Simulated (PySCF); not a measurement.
## Ionisation energy of C⁺ by level of theory

C⁺ [He] 2s2 2p1 (2P) → C²⁺ [He] 2s2 (1S), as a difference of total energies. Computed with PySCF 2.14 in aug-cc-pVQZ with one added diffuse shell each of s, p, d, f, g type (7s6p5d4f3g, 105 functions), with the non-relativistic Hamiltonian (point nucleus). Correlated levels: valence: 1s2 frozen. The calculations carry no spin-orbit coupling.

```json
{"method": "UHF", "ionisation energy (eV)": "24.170"}
{"method": "LDA", "ionisation energy (eV)": "24.770"}
{"method": "PBE", "ionisation energy (eV)": "24.853"}
{"method": "PBE0", "ionisation energy (eV)": "24.835"}
{"method": "r2SCAN", "ionisation energy (eV)": "25.005"}
{"method": "r2SCANh", "ionisation energy (eV)": "24.992"}
{"method": "PW91", "ionisation energy (eV)": "24.950"}
{"method": "CAM-B3LYP", "ionisation energy (eV)": "24.999"}
{"method": "B2PLYP", "ionisation energy (eV)": "24.745"}
{"method": "MP2 (valence)", "ionisation energy (eV)": "24.416"}
{"method": "SCS-MP2 (valence)", "ionisation energy (eV)": "24.377"}
```

Question: How much does correlation contribute at MP2 (valence)?

Answer: 24.416 − (24.170) = 0.246 eV, measured against UHF.

Errors of the correlated levels include the incompleteness of this basis and the frozen core.

For comparison: 24.378 eV (measured; NIST levels, between the centres of gravity of the two terms).
